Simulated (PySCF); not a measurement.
# From a computed spectrum to the compound

A species of 3 atoms with charge 1 has these harmonic modes (PBE0, small Gaussian bases with core potentials, PySCF 2.14.0):

```json
{"cm⁻¹": "166", "km/mol": "0.7", "symmetry": ""}
{"cm⁻¹": "202", "km/mol": "0.0", "symmetry": ""}
{"cm⁻¹": "248", "km/mol": "0.4", "symmetry": ""}
```

Problem. Which species is it, and in which structure?

Solution. [Ta3]+ (triplet):
```xyz
3

Ta    1.4115    0.0000    0.0000
Ta   -0.7057    1.2224    0.0000
Ta   -0.7057   -1.2224    0.0000
```
Ideal gas at 298.15 K and 1 bar: S = 338.0 J/(mol K), Cp = 56.2 J/(mol K), H − H(0 K) = 14.3 kJ/mol (rigid rotor, harmonic modes, spin degeneracy alone). Open shells may have lower solutions than the one found.
 Other answers can fit too; this one was computed.
